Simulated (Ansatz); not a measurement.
## Pulling the pair apart

The pair of Li⁺ (SMILES [Li+], atom 1) and Si₂H₆O (SMILES [SiH3]O[SiH3], atoms 2–10), both closed shells, in one local arrangement (a lower one may exist), relaxed at PBE0-D4/def2-TZVP:

Li1  (-1.449, -0.370, -1.798)
Si2  (1.350, -0.172, -0.731)
O3  (-0.319, -0.083, -0.398)
Si4  (-1.047, 0.250, 1.107)
H5  (1.954, 1.138, -0.419)
H6  (1.363, -0.465, -2.187)
H7  (1.921, -1.277, 0.065)
H8  (-2.493, 0.176, 0.775)
H9  (-0.640, 1.604, 1.528)
H10  (-0.639, -0.801, 2.060)
(Å)

Si₂H₆O is shifted rigidly along the line between the mean atom positions of the two fragments (negative: closer). Counterpoise interaction energies in kJ/mol. Ansatz 0.2.0; basis: def2-TZVPPD; cores frozen in the correlated methods. The outer core shell of Li, Na, Mg and K is correlated. B3LYP uses VWN-RPA correlation.

```csv
shift (Å),PBE-D4,r2SCAN-D4,B3LYP-D4
-0.18,-130.7,-123.2,-139.0
-0.09,-142.0,-134.9,-149.6
0.00,-145.6,-138.8,-152.6
0.09,-144.3,-137.8,-150.6
0.22,-137.7,-131.5,-143.2
0.46,-120.0,-113.6,-125.1
0.91,-91.1,-80.8,-99.5
1.82,-44.1,-40.3,-48.3
```

Problem. What does CCSD(T) give at these shifts? (To be estimated.)

Solution. Computed: -123.9, -136.4, -140.9, -140.3, -134.3, -116.3, -81.1, -40.1 kJ/mol. For zero shift, CCSD(T) at an estimated basis limit (MP2 extrapolated from triple and quadruple zeta, plus CCSD(T) − MP2 in triple zeta) gives -145.9 kJ/mol. These are counterpoise interaction energies, counted from the two frozen fragments.

T1 diagnostic: at most 0.012.

For scale, one of the runs: CCSD(T)/def2-TZVPPD, 260 basis functions, launched by `ansatz run in.yaml --threads 4 --pin off --events-out ev --progress --plain --max-ram 9574MiB`. Time: 91 s of wall clock on 4 CPU threads of an Arm Neoverse V1; the host was shared. Peak host memory: 5.8 GiB.
